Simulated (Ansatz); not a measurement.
Consider the redistribution: `O=[C]([SiH3])[SnH3]` + `CO[SiH2]N` → `N[SiH2][O][SnH3]` + `CC(=O)[SiH3]`.

Calculated with Ansatz (gas phase, PBE0-D4/def2-TZVP geometries, no zero-point term in ΔE). CBS: MP2 limit from def2 TZ/QZ plus the TZ coupled-cluster correction, frozen cores. This one scheme is used for every species. DFT in def2-TZVPP. B3LYP here is the variant with VWN-RPA as its local correlation; programs differ in this. Elements past krypton have def2 core potentials. For Sn outer-core shells are correlated without core-valence functions, which leaves a few kJ/mol of doubt a bond. Each species was taken in one conformer, which may not be the lowest.

`O=[C]([SiH3])[SnH3]`:

Z-matrix (Å, degrees):
```
Si
C 1 1.931
H 1 1.487 2 106.3
H 1 1.484 2 112.5 3 -122.2
H 1 1.487 2 106.3 3 115.6
Sn 2 2.249 1 118.8 3 -57.3
O 2 1.201 1 123.4 3 122.7
H 6 1.706 2 108.1 1 119.3
H 6 1.706 2 108.1 1 -121.9
H 6 1.712 2 111.6 1 -1.2
```

`CO[SiH2]N`:

Z-matrix (Å, degrees):
```
C
O 1 1.406
H 1 1.096 2 111.5
H 1 1.097 2 111.6 3 121.4
H 1 1.092 2 108.5 3 -119.3
Si 2 1.645 1 122.7 3 -65.4
N 6 1.706 2 116.5 1 62.3
H 6 1.489 2 109.1 1 -56.3
H 6 1.479 2 103.1 1 -177.3
H 7 1.005 6 122.3 2 -93.4
H 7 1.006 6 123.2 2 68.6
```

`N[SiH2][O][SnH3]`:

```xyz
11

N     0.626   -1.406    0.606
Si   -0.916   -1.048   -0.070
O    -1.116    0.559   -0.241
Sn    0.332    1.892   -0.336
H     0.784   -1.417    1.600
H     1.260   -2.024    0.127
H    -0.935   -1.740   -1.388
H    -2.024   -1.533    0.794
H     1.468    1.370   -1.495
H     1.005    2.041    1.223
H    -0.485    3.305   -0.821
```

`CC(=O)[SiH3]`:

Z-matrix (Å, degrees):
```
C
C 1 1.501
H 1 1.095 2 109.6
H 1 1.090 2 110.7 3 121.8
H 1 1.095 2 109.6 3 -116.4
O 2 1.209 1 122.3 3 -121.8
Si 2 1.938 1 120.8 3 58.3
H 7 1.484 2 107.5 1 -121.2
H 7 1.484 2 107.5 1 120.2
H 7 1.488 2 112.3 1 -0.5
```

```json
{"level": "PBE-D4", "ΔE (kJ/mol)": "-128.4"}
{"level": "B3LYP-D4", "ΔE (kJ/mol)": "-134.9"}
{"level": "r2SCAN", "ΔE (kJ/mol)": "-141.5"}
{"level": "B3LYP", "ΔE (kJ/mol)": "-132.6"}
{"level": "HF/def2-TZVPP", "ΔE (kJ/mol)": "-153.9"}
{"level": "CCSD/def2-TZVPP", "ΔE (kJ/mol)": "-144.7"}
{"level": "MP2/def2-QZVPP", "ΔE (kJ/mol)": "-154.3"}
{"level": "CCSD/CBS(def2)", "ΔE (kJ/mol)": "-150.6"}
```

Q: What does CCSD(T)/CBS give? (Best estimate.)

A: The calculation gave: -148.9 kJ/mol. The listed levels differ from it by 20.5, 14.0, 7.4, 16.3, -5.0, 4.2, -5.4, -1.7 kJ/mol.

Largest T1 diagnostic among the species: 0.016.

From PBE to PBE0 (25 % exact exchange), in def2-TZVPP and without D4, ΔE moves by −9.2 kJ/mol. In def2-TZVPP, CCSD(T) changes the Hartree–Fock value by +10.9 kJ/mol (the triples alone add +1.7 kJ/mol) and MP2 by +3.6 kJ/mol.
